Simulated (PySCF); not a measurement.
Species: C6H6F3N.
Numbering: `[F:1][C:2]([F:3])([F:4])[CH2:5][n:6]1[cH:7][cH:8][cH:9][cH:10]1`

Geometry (GFN2-xTB, Å), atoms numbered from 1 in this order:
```
atom  x, y, z in Å
F1    -1.999    1.113    1.111
C2    -2.137    0.005    0.376
F3    -3.408   -0.019   -0.058
F4    -1.989   -1.036    1.201
C5    -1.155   -0.041   -0.802
N6     0.202   -0.015   -0.356
C7     0.947   -1.107   -0.018
C8     2.162   -0.677    0.432
C9     2.153    0.733    0.374
C10    0.934    1.110   -0.108
H11   -1.369    0.825   -1.436
H12   -1.360   -0.960   -1.360
H13    0.555   -2.098   -0.126
H14    2.972   -1.295    0.762
H15    2.956    1.386    0.653
H16    0.530    2.084   -0.298
```

NICS is the negative of the GIAO shielding at a point without a nucleus: at the ring centre (0) and 1 Å above and below it (1); zz is the component along the ring normal. Level: GIAO PBE0/pcSseg-1 (PySCF, non-relativistic, gas phase) on the GFN2-xTB geometry, one conformer.

Ring bond lengths (Å), with Mayer bond orders in brackets: N6–C7 1.365 (1.11), C7–C8 1.364 (1.53), C8–C9 1.411 (1.35), C9–C10 1.364 (1.53), C10–N6 1.365 (1.11).

Q: Give the NICS values of each ring in ppm.

A: 
```json
{"ring": "N6–C7–C8–C9–C10", "type": "5-membered ring with N; formal bonds all aromatic", "NICS(0)": "-13.6", "NICS(1), two faces": "-11.0 / -10.7", "NICS(1)zz, two faces": "-30.0 / -28.3", "rms pucker (Å)": "0.00", "centre to ring atoms, mean (Å)": "1.17"}
```

Q: What can be read from them?

A: 
- N6–C7–C8–C9–C10: mean NICS(1)zz -29.1 ppm, shielded. For a flat ring without four-coordinate atoms the NICS criterion counts such a value as aromatic.

Q: And the bond-length index? HOMA takes Krygowski's 1993 parameters.

A: 
- N6–C7–C8–C9–C10: HOMA 0.88; the largest term is that of C7–C8, α(R − Ropt)² = 0.14. The geometric and the magnetic index point the same way.

Q: List the ring angles and the Hirshfeld charges of the ring atoms.

A: 
- N6–C7–C8–C9–C10: N6 108.7° (-0.013 e), C7 108.4° (-0.041 e), C8 107.2° (-0.096 e), C9 107.2° (-0.096 e), C10 108.4° (-0.041 e); sum 540.0° against 540° for a flat convex ring.

Q: What are the shieldings of the ring atoms and their hydrogens in the same run (means over atoms taken as equivalent)?

A: 
```json
{"atoms": "N6", "environment": "pyrrole-type nitrogen", "σ isotropic (ppm)": "98.8", "principal values of the symmetric part, first atom (ppm)": "6.6, 109.4, 180.4"}
{"atoms": "C7 (×2)", "environment": "aromatic CH next to a ring nitrogen", "σ isotropic (ppm)": "61.6", "principal values of the symmetric part, first atom (ppm)": "-14.6, 69.7, 129.6"}
{"atoms": "C8 (×2)", "environment": "aromatic CH carbon", "σ isotropic (ppm)": "70.7", "principal values of the symmetric part, first atom (ppm)": "-10.1, 59.1, 163.1"}
{"atoms": "H13 (×2)", "environment": "aromatic hydrogen", "σ isotropic (ppm)": "25.06", "principal values of the symmetric part, first atom (ppm)": "21.7, 25.5, 28.1"}
{"atoms": "H14 (×2)", "environment": "aromatic hydrogen", "σ isotropic (ppm)": "25.21", "principal values of the symmetric part, first atom (ppm)": "22.7, 25.5, 27.4"}
```

Time: 66 s wall (with the writing of density and orbital grids); peak memory 0.87 GiB. Hardware: one thread of an Arm Neoverse N1, shared host with 64 logical CPUs at a one-minute load of 58. This is the whole shielding run at PBE0/pcSseg-1, SCF included.
